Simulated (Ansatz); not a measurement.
`O[CH2][In]([F])[F]` + `CSCN` → `C[S][In]([F])[F]` + `NCCO`  (formal exchange of groups at the In–C bond)

Program: Ansatz. Geometries: PBE0-D4/def2-TZVP. ΔE: electronic, gas phase. CCSD(T)/CBS is the MP2 limit (def2-TZVPP, def2-QZVPP) plus CCSD(T) − MP2 in def2-TZVPP, frozen cores. This one scheme is used for every species. Elements past krypton have def2 core potentials. For In outer-core shells are correlated without core-valence functions, which leaves a few kJ/mol of doubt a bond. One conformer a species, not always the lowest.

```csv
species,CCSD/def2-TZVPP energy (Eh)
`O[CH2][In]([F])[F]`,-503.93989
`CSCN`,-532.64101
`C[S][In]([F])[F]`,-826.58754
`NCCO`,-210.03805
```

Question: Work out ΔE.

Answer: ΔE = (-826.58754) + (-210.03805) − (-503.93989) − (-532.64101) = -0.04469 Eh = -117.3 kJ/mol. CCSD(T)/CBS gives -111.9 kJ/mol.

Largest T1 diagnostic among the species: 0.016.

From r2SCAN to r2SCAN0 (25 % exact exchange), in def2-TZVPP and without D4, ΔE moves by −11.3 kJ/mol. At CCSD(T), def2-SVP lies −15.8 kJ/mol from the extrapolated value and def2-TZVPP −0.1 kJ/mol.
